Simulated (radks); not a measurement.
Values are calculated unless marked as measured or tabulated.
Radial electron density D(r) = 4 pi r^2 rho(r) of an atom or ion with 1 electrons. Level of theory: scalar-relativistic Kohn-Sham, PBE, spin-polarised, spherical densities, finite nucleus; Fermi nuclear charge, rms radius of each element as measured or else 0.836 A^(1/3) + 0.57 fm (a radial shooting solver on a logarithmic mesh with Libxc functionals).

```
   r/bohr * D(r) (the largest magnitude, 16.9, reaches the edge; | marks zero)
 0.002865 |  *
 0.003472 |   *
 0.004207 |     *
 0.005056 |       *
 0.006127 |          *
 0.007423 |              *
 0.008995 |                  *
  0.01081 |                        *
   0.0131 |                              *
  0.01587 |                                     *
  0.01923 |                                            *
  0.02312 |                                                  *
  0.02801 |                                                      *
  0.03394 |                                                      *
  0.04113 |                                                  *
  0.04943 |                                           *
   0.0599 |                                *
  0.07258 |                     *
  0.08794 |           *
   0.1057 |     *
   0.1281 | *
   0.1552 |*
    0.188 *
    0.226 *
   0.2739 *
```

What is the nuclear charge?

Answer. Z = 31. The innermost maximum, from 1s, lies near gamma/Z bohr with gamma = sqrt(1 - (Z/c)^2) = 0.974, here 0.0314 bohr (found: 0.0313), and its height grows with Z. The density is that of the gallium ion Ga30+ in 1s1; the configuration itself is not fixed sharply by these data, and Z only to about a unit. D(r) has 1 maximum, at r = 0.0313 bohr.
